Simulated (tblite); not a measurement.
Species: C2H7ClO2SSi.
Z-matrix (Å and degrees, GFN2-xTB geometry), rows numbered from 1:
```
O 
S   1  1.4282
O   2  1.4248  1  118.75
Cl  2  2.0373  1  106.03  3   119.94
C   2  1.7963  1  110.47  3  -130.16
C   5  1.5062  2  104.50  1    77.59
Si  6  1.9180  5  112.41  2   -52.99
H   5  1.0855  2  105.71  1   -42.56
H   5  1.0877  2  106.87  1  -160.87
H   6  1.0915  5  109.10  2  -176.55
H   6  1.0902  5  108.32  2    67.39
H   7  1.4610  6  108.97  5   -44.46
H   7  1.4708  6  103.10  5  -159.09
H   7  1.4544  6  112.22  5    85.01
```

Method: GFN2-xTB as coded in tblite; computed harmonic values from a numerical Hessian at the method's own geometry, unscaled. Against measured fundamentals such values can be off by several per cent, at times by over 20. Modes of hydrogen on silicon can be 10 to 20 % off. One conformer, not necessarily the lowest.

Harmonic wavenumbers (cm⁻¹): 33.9, 97.4, 140.4, 180.3, 251.1, 257.7, 299.6, 311.9, 337.8, 462.2, 502.4, 529.6, 571.3, 678.2, 689.5, 729.6, 767.4, 807.8, 829.7, 865.7, 1022.0, 1059.9, 1119.6, 1136.2, 1226.3, 1278.8, 1285.8, 1417.2, 1462.0, 2220.5, 2293.4, 2353.8, 2978.5, 2993.3, 3004.3, 3027.0.

A = 3323, B = 938.7, C = 893.8 MHz; mass 157.962 u (most abundant isotopes); point group C1, symmetry number 1.

Task: What is the zero-point energy?

Result: Half the sum of the wavenumbers: 19611 cm⁻¹ = 56.07 kcal/mol.

Task: Give the ideal-gas entropy at 400 K and 1 bar in the rigid-rotor, harmonic-oscillator model (classical rotation).

Result: Translation 42.57, rotation 30.01, vibration 35.47: S = 108.0 cal/(mol K).

Task: And Cp and H(400 K) − H(0)?

Result: Cp = 43.12 cal/(mol K), of which vibrations give 35.18 (their classical limit is 36 R = 71.5); H(400 K) − H(0) = 10.59 kcal/mol without the zero-point energy, 7.41 from vibrations.

Task: How do the functions run with temperature in this model?

Result: 
```tsv
T (K)	S (cal/(mol K))	Cp (cal/(mol K))	H − H(0) (kcal/mol)	G − H(0) (kcal/mol)	ln q(vib)
50	58.9	12.0	0.49	-2.46	0.56
100	68.8	17.3	1.22	-5.67	1.54
298.15	96.5	35.8	6.56	-22.20	6.12
373.15	105.1	41.4	9.46	-29.76	7.89
500	118.3	48.7	15.20	-43.95	10.82
750	140.0	58.3	28.68	-76.35	16.19
1000	157.7	64.3	44.07	-113.63	21.00
```

q(vib) and H(0) count from the zero-point level.

Task: Which modes carry the vibrational entropy at 400 K?

Result: 33.9 cm⁻¹: 6.17; 97.4 cm⁻¹: 4.08; 140.4 cm⁻¹: 3.37; 180.3 cm⁻¹: 2.88; 251.1 cm⁻¹: 2.26; 257.7 cm⁻¹: 2.21 cal/(mol K); the other 30 give 14.51 together.

Task: What must be added to the electronic energy to get the Gibbs energy at 400 K and 1 bar?

Result: ZPE + [H(400 K) − H(0)] − T·S = 56.07 + 10.59 − 43.22 = 23.44 kcal/mol.

Hindered rotation and anharmonicity are outside this model. Other conformers, if any are populated, would add a mixing term that is left out. The structure is chiral; the term R ln 2 for an equal mix with its mirror image is left out.
